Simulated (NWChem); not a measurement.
CH$_{6}$SSi; SMILES CS[SiH3]

Computed with NWChem. All runs use the structure optimised with PBE0/def2-SVP. Level: PBE0/def2-SVP with SMD (1 M gas to 1 M solution), gas-phase geometry. Reactions with the solvent are ignored.

For solvent n-hexane:

```yaml
solvation free energy (kcal/mol): -2.3
cavity-dispersion-structure term (kcal/mol): -1.3
dipole in solution (D): 1.67
```

How do the values read with solvent water instead?

The solvation free energy (kcal/mol) is 0.6 and the cavity-dispersion-structure term (kcal/mol) is 2.9. The dipole in solution (D) comes out as 1.97.
